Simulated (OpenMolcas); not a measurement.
**Worked example: vertical energy of the triplet above the singlet of CH6NPSi (SMILES C1NP[SiH2]1)**

CH6NPSi has 10 atoms, charge 0, and is taken as a singlet. SMILES: `C1NP[SiH2]1`. Geometry: relaxed at PBE0-D4/def2-TZVP.

Both states at this one shape; open shells run unrestricted unless said. 1 Eh = 27.2114 eV.

| level | program | singlet CH6NPSi (Eh) | triplet CH6NPSi (Eh) |
| --- | --- | --- | --- |
| B3LYP/6-31G* (spherical functions) | OpenMolcas | -727.272183 | -727.111829 |
| B3LYP/def2-SVP | OpenMolcas | -727.048350 | -726.881807 |
| M06-2X/def2-SVP | OpenMolcas | -726.926049 | -726.752841 |

Problem. Work out the vertical gap, second state less first, at each level.

Solution. 
1. B3LYP/6-31G* (spherical functions): -727.111829 − (-727.272183) = 0.160354 Eh = 4.36 eV.
2. B3LYP/def2-SVP: -726.881807 − (-727.048350) = 0.166543 Eh = 4.53 eV.
3. M06-2X/def2-SVP: -726.752841 − (-726.926049) = 0.173208 Eh = 4.71 eV.

No measured value is set beside it here; the levels span 4.36 to 4.71 eV.
